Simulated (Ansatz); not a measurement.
System: H₂GeOBr, charge 0, doublet. H2GeOBr (SMILES [OH][GeH][Br], doublet).
B3LYP-D3(BJ)/def2-TZVP minimum from Ansatz (a first-principles code):
```xyz
5

Ge    -0.7402     0.5208     0.4516
O     -2.0276    -0.4015    -0.3906
Br     1.2458    -0.3792    -0.3824
H     -0.8214     0.1853     1.9870
H     -2.8739    -0.3686     0.0718
```
Charge 0, spin multiplicity 2.

Property: atomisation energy (electronic, to ground-state atoms), in kcal/mol. UHF or UKS for unpaired electrons; spin-orbit terms are left out. Cores are frozen in correlated methods (noble-gas shells, and filled d and f shells in the p block). No relativity. CBS(X,Y): correlation extrapolated as X^-3, Hartree-Fock from the larger set. A bracket is a step between two methods taken in the basis named. Double hybrids freeze cores in their MP2 part. Where a partner has so few electrons that a lower coupled-cluster level is exact, that level stands in. Spin-orbit terms, left out, reach several kcal/mol for Br and I, and more for heavier atoms.

CCSD(T)/CBS(cc-pVTZ,cc-pVQZ) + [CCSDT(Q) - CCSD(T)]/cc-pVDZ (Ansatz) gives 334.8 kcal/mol.

Task: How far off this value is PBE/def2-TZVPD (Ansatz), in which direction, and how far these levels: r2SCAN/def2-TZVPD, B3LYP/def2-TZVPD, B2PLYP/def2-TZVPD, CCSD(T)/CBS(cc-pVTZ,cc-pVQZ)?

Result: PBE gives 338.2 kcal/mol, 3.4 kcal/mol above it. Differences of the others: r2SCAN/def2-TZVPD (Ansatz) 2.2; B3LYP/def2-TZVPD (Ansatz) -9.3; B2PLYP/def2-TZVPD (Ansatz) -9.2; CCSD(T)/CBS(cc-pVTZ,cc-pVQZ) (Ansatz) -0.8 kcal/mol.
